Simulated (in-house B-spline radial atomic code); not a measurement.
**Ionising neutral hydrogen with different functionals**

Computed with an all-electron radial atomic-structure program (B-spline basis): non-relativistic Hamiltonian, point nucleus, spin-polarised at highest spin, spherical fractional occupations for the functionals. The ionisation energy is the difference of two self-consistent energies, 1s1 → bare nucleus, without Breit or QED terms; ε is the level of the shell that loses the electron (its least bound occupied spin orbital).

| method | rung | ΔSCF (eV) | -ε(1s) (eV) |
| --- | --- | --- | --- |
| LDA VWN5 | LDA | 13.03 | 7.32 |
| PBEsol | GGA | 13.30 | 7.39 |
| M06-L | meta-GGA | 13.74 | 8.03 |
| PBE0 | global hybrid | 13.64 | 9.13 |
| CAM-B3LYP | range-separated hybrid | 13.58 | 10.51 |

(1) Among the functionals, which spreads more, the ΔSCF values or the orbital energies?

(2) How do they compare with the NIST value?

Results:

(1) The orbital energies: ΔSCF values span about 0.71 eV and the orbital energies 3.19 eV; here energy differences depend much less on the functional than eigenvalues do.

(2) NIST lists 13.598 eV (tabulated theory, ground level to ground level). Errors run from -0.57 to +0.14 eV; CAM-B3LYP is closest (-0.02 eV), but part of that can be cancellation, since the calculations leave out relativity, Breit-QED terms.
